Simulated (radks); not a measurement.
These are the eigenvalues of the occupied orbitals of an atom or ion with whole-number occupations (eV). All-electron calculation, Dirac Kohn-Sham, PBE, spin-unpolarised, spherical densities, finite nucleus; Fermi nuclear charge, rms radius of each element as measured or else 0.836 A^(1/3) + 0.57 fm. Program: a radial shooting solver on a logarithmic mesh with Libxc functionals.

| orbital | eigenvalue |
|---|---|
| 1s1/2 | -71548.38 |
| 2s1/2 | -12410.29 |
| 2p1/2 | -11878.12 |
| 2p3/2 | -10438.50 |
| 3s1/2 | -2885.404 |
| 3p1/2 | -2647.255 |
| 3p3/2 | -2334.625 |
| 3d3/2 | -1933.737 |
| 3d5/2 | -1865.873 |
| 4s1/2 | -614.8443 |
| 4p1/2 | -515.3737 |
| 4p3/2 | -442.4412 |
| 4d3/2 | -278.9293 |
| 4d5/2 | -265.4523 |
| 5s1/2 | -101.1821 |
| 5p1/2 | -71.1612 |
| 5p3/2 | -60.2211 |
| 4f5/2 | -59.7061 |
| 4f7/2 | -57.1948 |
| 5d3/2 | -21.7461 |
| 5d5/2 | -20.7736 |

Which element is it, and in what charge state? The configuration may be excited. Open shells, if any, fill j = l - 1/2 first.

Answer. Z = 75, rhenium, charge +2: Re2+ in [Xe] 4f14 5d5. The list shows which subshells hold electrons but not how many an open one holds; the 1s level, -2629.4 hartree, gives Z - s = 72.5 by -(Z - s)^2/2, which with screening and relativity narrows Z to a few neighbours, and the depths of the outer levels then fix element, charge and occupations together.
